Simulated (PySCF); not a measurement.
Species: C₅H₃F₄NO.
Atom-mapped SMILES: `[N:1]#[C:2][C@@H:3]1[C@@H:4]([F:5])[O:6][C@@H:7]1[C:8]([F:9])([F:10])[F:11]` (hydrogens: H12 on C3; H13 on C4; H14 on C7)

Structure used (PBE0-D3(BJ)/def2-SVP), in Å, numbered top down from 1:
```xyz
14
C5H3F4NO angstrom
N      1.0611    1.7892    2.0824
C      0.4228    1.3876    1.2057
C     -0.4103    0.9098    0.1226
C     -1.5350   -0.1068    0.4019
F     -2.7693    0.3727    0.1761
O     -1.1006   -0.9355   -0.6423
C      0.0756   -0.1758   -0.8610
C      1.3171   -0.9610   -0.4729
F      1.2494   -1.3871    0.7865
F      1.4533   -2.0205   -1.2622
F      2.3971   -0.1937   -0.6032
H     -0.8346    1.7655   -0.4233
H     -1.5272   -0.6092    1.3834
H      0.1950    0.1469   -1.9078
```

All values: CAM-B3LYP/def2-SVPD (PySCF, non-relativistic), on one gas-phase PBE0-D3(BJ)/def2-SVP geometry that isn't relaxed in the solvent. The solvent is an IEF-PCM continuum (cavity from Bondi-type radii × 1.2). The model holds no explicit solvent molecules, cavitation or dispersion.

Gas phase at CAM-B3LYP/def2-SVPD: HOMO -10.96 eV, LUMO 0.57 eV, dipole 2.62 D.

**Question.** What does the continuum do to the energy, the frontier levels and the dipole at CAM-B3LYP/def2-SVPD in chloroform and water?

**Answer.** 
```
   solvent      ε  E(solvent) − E(gas) (kcal/mol)  polarisation term (kcal/mol)  distortion of the solute (kcal/mol)  HOMO (eV)  LUMO (eV)  dipole (D)
chloroform  4.711                           -6.95                         -7.94                                 0.99     -10.65       0.81        3.27
     water  78.36                          -10.08                        -12.20                                 2.12     -10.54       0.87        3.58
```

Polarisation term: ½ Σ q·V over the induced surface charges. Distortion: the rise of the solute's own energy as its density leaves the gas-phase optimum. From chloroform to water the lowering changes by a factor 1.45, Onsager's factor (ε − 1)/(2ε + 1) by 1.38 and ε itself by 16.6.

**Question.** Which radius a makes the point-dipole formula ΔE = −[(ε − 1)/(2ε + 1)]·μ²/a³ give the value in water, with the gas-phase dipole?

**Answer.** μ = 1.031 au and |ΔE| = 0.01606 Eh give a = 1.69 Å; the farthest nucleus lies 2.95 Å from the centroid of the nuclei, so such a sphere wouldn't even hold the nuclei. The formula assumes a rigid point dipole at the centre of a sphere.

**Question.** Give the dipole vector in the frame of the coordinates (D, pointing from negative to positive charge), gas and water.

**Answer.** Gas (-1.39, 0.54, -2.16), solvent (-1.88, 0.79, -2.94). Its length changes by +37 % and its direction by less than 1°.

**Question.** How does the static polarisability (CAM-B3LYP/def2-SVPD, frozen core, with the continuum's full static response) change?

**Answer.** 
```json
{"medium": "gas", "isotropic (au)": "65.7", "principal values (au)": "55.9, 66.2, 74.9", "⟨r²⟩ of the electrons (bohr²)": "1516.3"}
{"medium": "chloroform", "isotropic (au)": "78.1", "principal values (au)": "67.0, 77.0, 90.4", "⟨r²⟩ of the electrons (bohr²)": "1517.8"}
{"medium": "water", "isotropic (au)": "84.4", "principal values (au)": "73.3, 82.0, 97.8", "⟨r²⟩ of the electrons (bohr²)": "1518.6"}
```

The isotropic value in water is 1.28 times the gas-phase one; no cavity-field correction is applied. ⟨r²⟩ is taken about the centre of nuclear charge.
